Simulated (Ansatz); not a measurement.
Basis-set extrapolation for C$_{2}$H$_{7}$FSi$_{2}$, SMILES `F[SiH2]/C=C\[SiH3]` (PBE0-D4/def2-TZVP geometry, frozen core, Ansatz). Multiplicity 1, RHF reference.

```
                      def2-TZVPP   def2-QZVPP
                 HF  -757.253821  -757.280399
    MP2 correlation    -0.819003    -0.882614
CCSD(T) correlation    -0.904803      not run
```

Energies in hartree. Use E(X) = E(∞) + A·exp(−7.88·√X) for Hartree–Fock and E(X) = E(∞) + B·X^(−2.97) for correlation, with X = 3 and 4, and add CCSD(T) minus MP2 of the smaller set to the MP2 limit.

**Question.** What is the CCSD(T) energy at the basis-set limit?

**Answer.** HF limit: -757.280399 + (-0.026578) × 0.13774 = -757.28406. MP2 limit: -0.882614 + (-0.063611) × 0.74074 = -0.92973. Higher-order term: -0.904803 − (-0.819003) = -0.08580. Total: -758.29959 hartree, 370.1 kJ/mol below CCSD(T)/def2-TZVPP.
